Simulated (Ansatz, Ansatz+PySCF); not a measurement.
```xyz
2

C    -0.0091   -0.0349   -0.7948
Cl    0.0178    0.0113    0.8748
```

Basis set: def2-SVP (spherical functions). Frozen core: 6 orbitals. Correlation on ROHF uses semicanonical orbitals with singles. Charge 0, multiplicity 2.

Computed with Ansatz (development build ahead of 0.2.0); each method stands on the lowest determinant of its kind that the runs found.

The atomization energy at this shape (free ground-state atoms in the same class of orbitals less the molecule, no zero-point energy) of doublet CCl:

```tsv
method	atomization energy
ROHF-CCSD(T)	85.67 kcal/mol
ROHF-MP2	86.45 kcal/mol
UHF	49.86 kcal/mol
```

Task: What does ROHF give?

Result: 51.96 kcal/mol.
